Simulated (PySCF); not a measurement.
SiH₃Cl, SMILES [SiH3]Cl.

Coordinates come from a B3LYP-D3(BJ)/def2-TZVP optimisation. The isomer is the one that the SMILES or the coordinates give; other isomers of the formula were not compared.

These are TDDFT-PBE/def2-TZVPD in PySCF 2.14.0 values and carry that method's errors.

Vertical excitations; the highest root listed may be one member of a degenerate set.  State labels are in the subgroup Cs.

```csv
state,symmetry,energy (eV),λ (nm),f,main pairs
S1,A',6.60,188,0.011,HOMO−1→LUMO (degenerate set)
S2,A",6.60,188,0.011,HOMO→LUMO (degenerate set)
S3,A",7.40,168,0.005,HOMO→LUMO+1 (degenerate set)
S4,A',7.40,168,0.005,HOMO−1→LUMO+1 (degenerate set)
S5,A",7.78,159,0.000,"HOMO→LUMO+2 50 %, HOMO−1→LUMO+3 50 %"
S6,A",7.94,156,0.009,"HOMO−1→LUMO+3, HOMO→LUMO+2 (degenerate set)"
S7,A',7.94,156,0.009,"HOMO→LUMO+3, HOMO−1→LUMO+2 (degenerate set)"
S8,A',8.00,155,0.016,"HOMO−1→LUMO+2 46 %, HOMO→LUMO+3 46 %"
S9,A",8.37,148,0.001,HOMO−2→LUMO (degenerate set)
S10,A',8.37,148,0.001,HOMO−3→LUMO (degenerate set)
T1,A',6.27,198,0,HOMO−1→LUMO (degenerate set)
T2,A",6.27,198,0,HOMO→LUMO (degenerate set)
T3,A',7.19,173,0,HOMO−1→LUMO+1 (degenerate set)
T4,A",7.19,173,0,HOMO→LUMO+1 (degenerate set)
```
Triplets are in the Tamm–Dancoff approximation, which puts them higher than full response would, so one can lie above its singlet here.
